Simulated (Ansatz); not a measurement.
Species: C₅H₁₂O (charge 0, singlet). SMILES: OCCC(C)C
Coordinates optimised at B3LYP-D3(BJ)/def2-TZVP (Ansatz, a first-principles code):
```
C
H 1 1.0970
C 1 1.5290 2 107.78
H 3 1.0918 1 111.33 2 60.29
H 3 1.0919 4 108.03 1 122.37
H 3 1.0935 4 107.74 5 116.12
C 1 1.5304 2 107.94 3 -119.37
H 7 1.0908 1 112.21 2 -56.72
H 7 1.0919 8 107.54 1 -122.16
H 7 1.0938 8 107.79 9 -115.87
C 1 1.5327 2 107.78 3 118.91
H 11 1.0935 1 109.31 2 -64.35
H 11 1.0949 12 106.60 1 118.41
C 11 1.5165 12 107.64 13 116.62
H 14 1.0956 11 110.71 12 -172.91
H 14 1.0985 15 107.75 11 119.96
O 14 1.4273 15 110.27 16 120.76
H 17 0.9623 14 108.80 15 -56.14
```

Property: atomisation energy (electronic, to ground-state atoms), in kcal/mol. Valence correlation only, unless marked. UHF or UKS for open shells. Spin-orbit coupling is left out. No relativistic terms. The coupled-cluster limit lacks core correlation, which all-electron functionals hold. Basis-set limits of correlation are two-point, X^-3; Hartree-Fock from the larger set. The bracket is a focal-point correction in the basis named.

```csv
level,program,atomisation energy (kcal/mol)
PBE-D4/def2-TZVPD,Ansatz + dftd4,1721.3
PBE0-D4/def2-TZVPD,Ansatz + dftd4,1699.6
PBE0/def2-TZVPD,Ansatz,1693.0
BHLYP-D3(BJ)/def2-TZVPD,Ansatz + dftd3,1652.5
r2SCANh/def2-TZVPD,Ansatz,1683.7
CAM-B3LYP-D3(BJ)/def2-TZVPD,Ansatz + dftd3,1698.6
CAM-B3LYP/def2-TZVPD,Ansatz,1692.3
MP2/aug-cc-pVTZ,Ansatz,1681.5
RI-MP2/aug-cc-pVQZ,Ansatz,1699.3
SCS-MP2/STO-3G,Ansatz,1717.2
CCSD/cc-pVQZ,Ansatz,1656.3
CCSD(T)/STO-3G,Ansatz,1732.5
CCSD(T) with core electrons/cc-pwCVTZ,Ansatz,1663.2
"RI-MP2/CBS(aug-cc-pVTZ,aug-cc-pVQZ)+[CCSD(T)-MP2]/aug-cc-pVTZ",Ansatz,1694.2
"CCSD(T)/CBS(cc-pVTZ,cc-pVQZ)",Ansatz,1692.2
```
